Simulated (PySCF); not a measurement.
```xyz
3
charge 0 multiplicity 1, angstrom
Sn    0.0000    0.0000    0.0000
Cl    0.0000    0.0000    2.4920
Cl    0.0000    0.0000   -2.4920
```

Level of theory: PBE0 in PySCF with Sn def2-TZVP with ECP28, Cl def2-TZVP; scalar-relativistic core potentials, no spin–orbit coupling; density-fitted integrals.

This geometry of SnCl2 is a stationary point at this level.

Task: What is the point group?

Result: D∞h.

Task: Is it a minimum?

Result: No: it has 2 imaginary modes (one degenerate set), at 123i cm⁻¹ (πu).

Task: List the harmonic modes with their infrared intensities.

Result: 
| symmetry | ω (cm⁻¹) | IR (km/mol, summed over degenerate members) | type |
| --- | --- | --- | --- |
| πu | 123i | – | bend |
| σu+ | 278 | 272 | stretch |
| σg+ | 285 | 0.0 | stretch |

Task: What are the dipole moment and the gap between the highest occupied and lowest empty levels?

Result: 0.00 D and 3.59 eV.

Task: Give the atomic charges and bond orders.

Result: 
| atom | Mulliken | Löwdin | polar tensor | Mayer order to Sn1 |
| --- | --- | --- | --- | --- |
| Sn1 | 0.84 | 0.28 | 1.49 | – |
| Cl2,3 | -0.42 | -0.14 | -0.74 | 0.96 |

In D∞h the vibrations span πu + σu+ + σg+. The σg+ mode carries no infrared intensity, as symmetry demands. With a centre of inversion only u modes can be infrared active and only g modes Raman active.

This need not be the most stable arrangement of these atoms. At this level a singlet minimum of C2v symmetry lies 132 kJ/mol below this structure.
